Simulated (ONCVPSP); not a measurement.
## Plane-wave convergence, ONCV potential for Se (Z = 34)

```
Element                 : selenium (Se)
Generator               : ONCVPSP 4.0.1
Type                    : optimised norm-conserving Vanderbilt (ONCV)
Functional              : LDA (Perdew-Zunger)
Relativity              : fully relativistic
Frozen core             : [Ar]
Valence charge          : 16
Reference configuration : 3d10 4s2 4p4
Partial waves           : 4s: rc 1.80 bohr, ncon 3, nbas 7, qcut 4.4 1/bohr, 2 projectors, debl 2.7 Ha; 4p: rc 1.68 bohr, ncon 5, nbas 9, qcut 4.7 1/bohr, 1 projector; 3d: rc 1.26 bohr, ncon 4, nbas 9, qcut 14.9 1/bohr, 1 projector
Local potential         : polynomial inside 0.90 bohr (lpopt 5, dvloc0 2 Ha)
Core correction         : Teter function fitted to the true core (icmod 2), fcfact 0.4
```

Open shells are filled in proportion to 2j + 1.

Q: For each optimised wave give the share of its norm inside rc, the residual kinetic energy above qcut (Ha) and the cutoffs (Ha) for errors of 10, 1, 0.1 and 0.01 mHa per electron.

A:

```
         wave  norm inside rc  residual KE  10 mHa  1 mHa  0.1 mHa  0.01 mHa
           4s           0.567      4.5e-04     6.3    8.8     33.1      62.3
s projector 2           0.098      1.7e-03     7.8   10.8     32.2      54.5
     4p j=3/2           0.272      6.3e-04     3.0   10.2     23.4      69.5
     4p j=1/2           0.290      8.2e-04     3.3   10.7     35.0      78.5
     3d j=5/2           0.954      4.8e-08    69.3   80.5     89.9      97.5
     3d j=3/2           0.956      5.0e-08    69.4   80.6     90.0      97.6
```

The occupied waves need 81 Ha and 90 Ha for 1 and 0.1 mHa. Note: no bound ghost flagged; GHOST(+) flagged for s at 7.3 eV.
